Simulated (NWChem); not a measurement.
# Dipole moment of ammonia borane (H₆BN)

```xyz
8

B      0.9250    -0.0703     0.0000
N     -0.7241     0.0551     0.0000
H      1.3318     1.0825     0.0000
H      1.1975    -0.6830    -1.0223
H      1.1975    -0.6830     1.0223
H     -1.0582     0.5584     0.8253
H     -1.1666    -0.8671     0.0000
H     -1.0582     0.5584    -0.8253
```
Charge 0, spin multiplicity 1.

Program: NWChem. Structure: optimised with B3LYP/def2-SVP, a minimum by its harmonic frequencies.

Basis set: 6-31G*. The CCSD dipole comes from the Λ equations, without orbital relaxation.

The correlated methods keep 2 core orbitals frozen. B3LYP has NWChem's definition, with VWN1-RPA local correlation. The Pople sets run with spherical d functions. No row is a measurement; the coupled-cluster row has its own basis-set and correlation limits.

Q: For the dipole moment, HF gives 5.74 D and B3LYP gives 5.68 D. What do BHandHLYP, CCSD give?

A: BHandHLYP: 5.70 D; CCSD: 5.72 D.
